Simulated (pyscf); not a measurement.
Structures and frequencies: ωB97X-D3(BJ)/def2-SVP in PySCF.

How much does it cost (ΔH, 298 K, ωB97M-D3(BJ)/def2-TZVP) to split H₃Si–N(SiH₃)–B(Cl)–Cl at its B–N bond into H₃Si–N•–SiH₃ + [Cl–B–Cl]•?

B–N to H₃Si–N•–SiH₃ + [Cl–B–Cl]•: 571.4 kJ/mol. The 7 functionals that were run give +523.4 (r²SCAN) to +577.5 kJ/mol (ωB97X-D3(BJ)). The radicals are drawn with the spin at the cut bond; how far it spreads was not checked. H₃Si–N•–SiH₃ lies 81.6 kJ/mol over its isomer •H₂Si–NH–SiH₃, and others may lie lower still (electronic energy, ωB97M-D3(BJ)).
